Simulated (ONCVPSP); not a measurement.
# lanthanum: one change to an ONCV potential, before and after

ONCVPSP 4.0.1 input, shortened (lines: element, Z, core and valence counts, functional; n l f; lmax; l rc ep ncon nbas qcut; lloc lpopt rc5 dvloc0; l nproj debl; icmod fcfact rcfact), PBEsol, scalar-relativistic:

```
  La 57.00   10    3  -116133      upf
    1    0    2.00
    2    0    2.00
    2    1    6.00
    3    0    2.00
    3    1    6.00
    3    2   10.00
    4    0    2.00
    4    1    6.00
    4    2   10.00
    5    0    2.00
    5    1    6.00
    5    2    1.50
    6    0    1.50
    3
    0    3.85    0.00    5    8    1.70
    1    1.75    0.00    4    7    4.80
    2    3.60    0.00    4    9    4.10
    3    2.95    0.11    5    8    3.50
    4    5    1.15    1.00
    0    2    1.30
    1    1    0.70
    2    1    2.00
    3    2    3.90
    3    4.50    1.50
```

In the f channel the program set the typed energies aside and used -0.130, 3.770 Ha.

Change: all radii but the core radius scaled by about 0.83 (s 3.18, p 1.44, d 2.98, f 2.44 bohr); local potential polynomial inside 0.96 bohr (lpopt 5, dvloc0 1 Ha).

Cutoffs: the cutoffs (Ha) at which the residual kinetic energy of the hardest occupied pseudo-wave falls to 1 and 0.1 mHa per electron; they do not see the model core or the augmentation charge, which bear on the density cutoff. Errors are all-electron minus pseudo energies relative to the spin-unpolarised reference configuration.

Q: How do hardness, ghosts and transferability respond?

A: The potential gets harder (19 Ha and 43 Ha → 33 Ha and 69 Ha); both files keep a bound ghost (p, s); the lowest positive-energy flag moves from f at 95.2 eV to d at 19.0 eV; the number of tests with a reliable result goes from 3 to 4; of the 3 tests that both files solve, the error grows in 1 and shrinks in 2 by more than 15 % and 0.3 meV (median size 8.2 → 3.4 meV). A smaller radius makes the pseudo-wave follow the all-electron one further in, where it bends more sharply, so more plane waves are needed.

| quantity | base | changed |
| --- | --- | --- |
| cutoff, loose | 19 Ha | 33 Ha |
| cutoff, tight | 43 Ha | 69 Ha |
| loose cutoff by channel | s 1.4 Ha, p 19 Ha, d 5.2 Ha | s 13 Ha, p 33 Ha, d 5.6 Ha |
| bound ghosts | s, p | s, p |
| GHOST(+) flags under 300 eV | f at 95.2 eV | d at 19.0 eV, f at 94.5 eV |
| tests with a reliable result | 3 of 4 | 4 of 4 |
| error for 5p6 5d1 6s2, meV [ΔE -0.35 eV] | -8.2 | -3.0 |
| error for 5p6 5d1 6s1, meV [ΔE 5.64 eV] | +0.2 | -3.4 |
| error for 5p6 5d1 6s0, meV [ΔE 16.49 eV] | +15 | +10.0 |
| rms error of d²Exc/dni dnj with the model core, mHa | 0.50 | 0.42 |

 A true bound ghost makes a file unfit for plane-wave use even where its test errors are small: the radial tests pick states by their node count and pass the ghost by.
